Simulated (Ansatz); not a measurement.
`C[SiH2]OC(F)(F)F` + `[NH2][Sc]([OH])[OH]` → `FC(F)(F)O[SiH3]` + `C[O][Sc]([NH2])[OH]`  (redistribution)

Program: Ansatz. Geometries: PBE0-D4/def2-TZVP. ΔE: electronic, gas phase. CCSD(T)/CBS is the MP2 limit (def2-TZVPP, def2-QZVPP) plus CCSD(T) − MP2 in def2-TZVPP, frozen cores. Functionals use def2-TZVPP. B3LYP here is the variant with VWN-RPA as its local correlation; programs differ in this. HSE06 is defined as in plane-wave codes. For Sc outer-core shells are correlated without core-valence functions, which leaves a few kJ/mol of doubt a bond. Scalar relativity is left out up to krypton. Each species was taken in one conformer, which may not be the lowest.

(1) Is it downhill or uphill in electronic energy at CCSD(T)/CBS, and by how much? (Best estimate.)

(2) What do these levels give: LDA (SPW92), HSE06-D4, CAM-B3LYP-D4, ωB97X-V, PBE, B3LYP, r2SCAN0, HSE06, MP2/def2-SVP, CCSD/def2-SVP, CCSD(T)/def2-TZVPP, MP2/CBS(def2)? (An estimate is asked.)

Largest T1 diagnostic among the species: 0.016.

Results:

(1) Computed: Uphill: ΔE = +104.6 kJ/mol.

(2) Ansatz gave: LDA (SPW92) 102.0, HSE06-D4 103.0, CAM-B3LYP-D4 98.4, ωB97X-V 100.4, PBE 98.5, B3LYP 93.9, r2SCAN0 105.5, HSE06 101.3, MP2/def2-SVP 82.5, CCSD/def2-SVP 75.0, CCSD(T)/def2-TZVPP 100.7, MP2/CBS(def2) 111.7 kJ/mol.

From BLYP to BHLYP (50 % exact exchange), in def2-TZVPP and without D4, ΔE moves by +5.4 kJ/mol. Leaving LDA and LC-ωPBE aside and taking each functional with its dispersion term where it has one, the values, not all of them listed here, spread over 12.0 kJ/mol, from BLYP-D4 to ωB97M-V. LDA lies +3.5 kJ/mol from PBE without D4.
